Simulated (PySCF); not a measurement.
NMR data sheet: trans-1,2-dimethylcyclohexane

| Quantity | Value |
| --- | --- |
| Formula | C8H16 |
| SMILES | C[C@@H]1CCCC[C@H]1C |
| InChI | InChI=1S/C8H16/c1-7-5-3-4-6-8(7)2/h7-8H,3-6H2,1-2H3/t7-,8-/m1/s1 |
| Point group of the computed structure | C2 |
| Degrees of unsaturation | 1 |
| Carbon signals | 4 |
| Proton signals | 6 |

Structure with atom numbers: `[CH3:1][C@@H:2]1[CH2:3][CH2:4][CH2:5][CH2:6][C@H:7]1[CH3:8]` (H(Xn): hydrogen on atom n). Ha(C3), Ha(C4), Ha(C5), Ha(C6) are cis to C1 on the ring; Hb(C3), Hb(C4), Hb(C5), Hb(C6) are trans to C1 on the ring.

All values are calculated (PySCF 2.14.0 with density-fitted response routines): σ from GIAO-KT2/pcSseg-1, PBE0-D3(BJ)/def2-SVP structure. One conformer, no solvent model, one averaged value for each set of equivalent atoms, relativity neglected.

Referencing at the same level of theory: ¹H and ¹³C vs TMS.

```tsv
carbon	δC, type	δH (multiplicity)	HMBC from (2–3 bonds)	span of the C tensor (ppm)
C1/C8	22.2, CH3	0.94 (d)	Hb(C3)/Ha(C6), Ha(C3)/Hb(C6), H(C2)/H(C7)	38
C2/C7	43.4, CH	0.71 (m)	Ha(C4)/Hb(C5), Hb(C3)/Ha(C6), Hb(C4)/Ha(C5), H(C1)/H(C8), Ha(C3)/Hb(C6), H(C2)/H(C7)	21
C3/C6	39.5, CH2	Hb(C3) 1.58 (m); Ha(C3) 0.90 (m)	Ha(C4)/Hb(C5), Hb(C4)/Ha(C5), H(C1)/H(C8), H(C2)/H(C7)	23
C4/C5	31.3, CH2	Hb(C4) 1.32 (m); Ha(C4) 1.72 (m)	Ha(C4)/Hb(C5), Hb(C3)/Ha(C6), Hb(C4)/Ha(C5), Ha(C3)/Hb(C6), H(C2)/H(C7)	7
```

1. Carbon types of the structure: 2 × CH, 4 × CH2, 2 × CH3, which accounts for all hydrogens.
2. δC 43.4: sp3 CH in a ring; saturated and bonded to C and H only.
3. δC 39.5, 31.3: sp3 CH2 in a ring; aliphatic region, no heteroatom directly attached.
4. δC 22.2: methyl carbon; aliphatic region, no heteroatom directly attached.
5. δH 0.94: hydrogen on a methyl carbon; far from electronegative atoms and π systems.
6. δH 0.71: hydrogen on an sp3 CH in a ring; far from electronegative atoms and π systems.

Shifts are as computed. Against solution values, carbons near 30 ppm lie about +2 ppm off and those near 130 ppm about -5 ppm. Of 1211 compounds with measured shifts, 218 miss one by over three times the rms of a fit or turn the order of signals round; such compounds aren't used in these exercises. No couplings were computed; multiplicities are counted from neighbouring protons, with m where these are inequivalent, close in shift, in a saturated or five-membered ring or joined by F or P, and br s for small geminal =CH2 splittings.
